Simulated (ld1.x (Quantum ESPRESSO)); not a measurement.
**Varying the ultrasoft potential for Pb**

Base potential:

lead, ultrasoft, made with ld1.x (Quantum ESPRESSO) 7.5 (revPBE, scalar-relativistic). Core [Xe] 4f14, reference 5d10 6s2 6p2. Waves: 6s (bound): rcut 1.65, rcutus 2.15 bohr; 6s channel at -0.55 Ry: rcut 1.65, rcutus 2.15 bohr; 6p (bound): rcut 2.00, rcutus 2.40 bohr; 6p channel at 2.9 Ry: rcut 2.00, rcutus 2.40 bohr; 5d (bound): rcut 1.10, rcutus 1.35 bohr; 5d channel at 0.25 Ry: rcut 1.10, rcutus 1.35 bohr. Local part: all-electron potential smoothed inside 2.10 bohr (lloc = -1). Core correction: a·sin(br)/r model core inside 0.70 bohr. Augmentation charge: built from norm-conserving waves at rcut, not smoothed further.

Cutoffs, loose and tight: the cutoffs (Ry, on a coarse ladder) from which the occupation-weighted sum of valence levels, in a spherical-Bessel basis at the reference potential, stays within 10 and 1 mRy of its value at 400 Ry. They do not see the model core or the augmentation charge, which bear on the density cutoff. Test errors are all-electron minus pseudo excitation energies from the reference, over the configurations 5d10 6s2 6p1; 5d10 6s2 6p0; 5d10 6s1 6p0; 5d9 6s2 6p2; 5d10 6s1 6p3; 5d10 6s1 6p2; 5d9 6s2 6p3. A dash means not determined; rows that change the core or the reference have their own tests.

| change | outcome | cutoff, loose | cutoff, tight | bound ghosts | largest test error (meV) |
| --- | --- | --- | --- | --- | --- |
| base | generated | 60 Ry | 110 Ry | none | -124 |
| wave 6s channel at -0.55 Ry: rcut 1.65, rcutus 2.15 bohr becomes 6s channel at -0.76 Ry: rcut 1.65, rcutus 2.15 bohr | generated | 60 Ry | 110 Ry | none | -122 |
| wave 6s channel at -0.55 Ry: rcut 1.65, rcutus 2.15 bohr becomes 6s channel at -0.69 Ry: rcut 1.65, rcutus 2.15 bohr | generated | 60 Ry | 110 Ry | none | -123 |
| wave 6s channel at -0.55 Ry: rcut 1.65, rcutus 2.15 bohr becomes 6s channel at -0.53 Ry: rcut 1.65, rcutus 2.15 bohr | generated | 60 Ry | 110 Ry | none | -124 |
| wave 6s channel at -0.55 Ry: rcut 1.65, rcutus 2.15 bohr becomes 6s channel at -0.26 Ry: rcut 1.65, rcutus 2.15 bohr | generated | 60 Ry | 110 Ry | none | -125 |
| wave 6s channel at -0.55 Ry: rcut 1.65, rcutus 2.15 bohr becomes 6s channel at 0.09 Ry: rcut 1.65, rcutus 2.15 bohr | generated | 60 Ry | 110 Ry | none | -125 |
| wave 6s channel at -0.55 Ry: rcut 1.65, rcutus 2.15 bohr becomes 6s channel at 0.39 Ry: rcut 1.65, rcutus 2.15 bohr | generated | 60 Ry | 110 Ry | none | -125 |
| wave 6s channel at -0.55 Ry: rcut 1.65, rcutus 2.15 bohr becomes 6s channel at 1.5 Ry: rcut 1.65, rcutus 2.15 bohr | generated | 60 Ry | 110 Ry | none | -125 |
| wave 6s channel at -0.55 Ry: rcut 1.65, rcutus 2.15 bohr becomes 6s channel at 2.73 Ry: rcut 1.65, rcutus 2.15 bohr | generated | 60 Ry | 110 Ry | none | -124 |

(1) What comes out with this change to the base: wave 6s channel at -0.55 Ry: rcut 1.65, rcutus 2.15 bohr becomes 6s channel at 5.66 Ry: rcut 1.65, rcutus 2.15 bohr?

Results:

(1) outcome: generated; cutoff, loose: 60 Ry; cutoff, tight: 110 Ry; bound ghosts: none; largest test error (meV): -103.
